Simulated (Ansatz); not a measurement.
Ansatz (a program for electronic structure) job for C5H12Si, SMILES C1C[Si@@H]([C@H]1C)C, PBE0/def2-SVPD. The structure is a stationary point at PBE0-D3(BJ)/def2-SVP. The structure was generated by enumeration; whether it is a known compound was not checked.

Ansatz 0.2 input:
```yaml
crystal:
  periodic: [false, false, false]
  atoms:
    - {symbol: C, position_ang: [-1.67208569, -1.67749057, 0.32302419]}
    - {symbol: C, position_ang: [-0.86430382, -0.56598050, -0.31387216]}
    - {symbol: C, position_ang: [-1.40779420, 0.88442899, -0.19080400]}
    - {symbol: C, position_ang: [-0.09180692, 1.70174505, -0.25590860]}
    - {symbol: Si, position_ang: [0.77102390, 0.13223216, 0.36704836]}
    - {symbol: C, position_ang: [2.42980903, -0.40794299, -0.32479208]}
    - {symbol: H, position_ang: [-1.80602107, -1.50532246, 1.40345920]}
    - {symbol: H, position_ang: [-1.18092673, -2.65621234, 0.20490835]}
    - {symbol: H, position_ang: [-2.67819622, -1.75977137, -0.12312808]}
    - {symbol: H, position_ang: [-0.70003293, -0.78041208, -1.38676472]}
    - {symbol: H, position_ang: [-2.17215968, 1.15794695, -0.93932740]}
    - {symbol: H, position_ang: [-1.87524700, 1.01088850, 0.80150150]}
    - {symbol: H, position_ang: [0.19004566, 1.91793618, -1.29976901]}
    - {symbol: H, position_ang: [-0.07206176, 2.64326522, 0.31016079]}
    - {symbol: H, position_ang: [0.80454864, 0.07549946, 1.86624422]}
    - {symbol: H, position_ang: [2.42565767, -0.37745118, -1.42510377]}
    - {symbol: H, position_ang: [3.23745232, 0.24981960, 0.03353857]}
    - {symbol: H, position_ang: [2.66969624, -1.43599643, -0.01028096]}
basis:
  gaussian:
    orbitals: def2-SVPD
hamiltonian:
  xc: {name: PBE0}
```

Log of the run:

```
WARN ansatz: RAYON_NUM_THREADS=2 ignored (pool sized by the plan → 2); use --threads N
Functional definition: PBE0
integrals: 0.18 GiB planned
1858 factors; their error is unknown
mean field: 1.63 GiB planned
mean field evaluation 1: about -13230.9730 eV, gradient 6.9e1 eV
mean field evaluation 2: about -13224.9542 eV, gradient 8.2e1 eV
mean field evaluation 4: about -13242.5973 eV, gradient 3.8e0 eV
mean field evaluation 8: about -13242.6283 eV, gradient 3.7e-2 eV
mean field evaluation 16: about -13242.6482 eV, gradient 3.4e-5 eV
mean field -13242.64820145 eV, -486.6583452139 hartree, gradient 3.4e-5 eV, S^2 0.000000; 0 other end points of the search recorded, 0 dependent functions left out
reference -13242.64824499 eV, -486.6583468140 hartree; 28, 28 occupied and 192, 192 virtual orbitals, 1858 factors
Total energy: -13242.64824499 eV, -486.6583468140 hartree
```

Self-consistency was reached.

Cost: about 9 core-seconds (a rough figure).
